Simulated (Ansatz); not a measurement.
Basis-set extrapolation for `CN(N)c1ccccc1` (PBE0-D4/def2-TZVP geometry, frozen core, Ansatz 0.2.0). Multiplicity 1, RHF reference.

```json
{"": "HF", "def2-TZVPP": "-379.891337", "def2-QZVPP": "-379.907903"}
{"": "MP2 correlation", "def2-TZVPP": "-1.544469", "def2-QZVPP": "-1.645047"}
{"": "CCSD(T) correlation", "def2-TZVPP": "-1.661978", "def2-QZVPP": "not run"}
```

Energies in hartree. Use E(X) = E(∞) + A·exp(−7.88·√X) for Hartree–Fock and E(X) = E(∞) + B·X^(−2.97) for correlation, with X = 3 and 4, and add CCSD(T) minus MP2 of the smaller set to the MP2 limit.

**Question.** What is the CCSD(T) energy at the basis-set limit?

**Answer.** HF limit: -379.907903 + (-0.016566) × 0.13774 = -379.91018. MP2 limit: -1.645047 + (-0.100578) × 0.74074 = -1.71955. Higher-order term: -1.661978 − (-1.544469) = -0.11751. Total: -381.74724 hartree, 121.7 kcal/mol below CCSD(T)/def2-TZVPP.
